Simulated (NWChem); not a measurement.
System: HfH$_{2}$I$_{2}$; SMILES [I][HfH2][I]

```xyz
5

Hf     0.0000     0.0000    -0.8026
I      2.3076     0.0000     0.5810
I     -2.3076     0.0000     0.5810
H      0.0000     1.4643    -1.8977
H      0.0000    -1.4643    -1.8977
```
Atoms are numbered in this order, from 1.

All runs: NWChem. All runs use the structure optimised with PBE0/def2-SVP. No frequency run checked for a minimum. def2 effective core potentials on I, Hf; no spin-orbit coupling. Ions are spin-unrestricted doublets at the neutral geometry; other ion states weren't tried.

For level PBE/def2-SVP:

```
Item           Value
-------------  -----
−ε(HOMO) (eV)   7.12
```

Question: Estimate the same quantities for level CAM-B3LYP/def2-SVP.

Answer: 
| Item | Value |
|---|---|
| −ε(HOMO) (eV) | 9.37 |
